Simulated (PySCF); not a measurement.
**Dipole response of Mn⁺ (manganese, charge +1)**

[Ar] 3d5 4s1, high-spin 7S determinant. All numbers are calculated (PySCF 2.14, the spin-free X2C one-electron Hamiltonian (Gaussian nucleus), in dyall-ae2z). Coupled (time-dependent) response in atomic units; α is the mean over directions. The basis has no added diffuse functions, which lowers α and C₆. A double-zeta set is small for polarisabilities.

```tsv
method	mean α (bohr³)	C₆ (like pair)	S(−4)
UHF	38.52	211.3	1355
PBE	27.45	142.0	597.4
PBE0	29.69	154.9	729.0
```

S(−4) is the Cauchy moment in α(ω) = α(0) + S(−4) ω² + …

α(iu) at UHF:

```tsv
u (hartree)	α(iu) (bohr³)
0	38.52
0.0500	35.44
0.100	28.77
0.200	17.24
0.300	11.13
0.500	6.093
0.750	3.834
1.00	2.798
1.50	1.789
2.00	1.277
3.00	0.7610
5.00	0.3702
```

For an ion, C₆ is the dispersion term alone; charge-induced terms of lower order in 1/R come first.
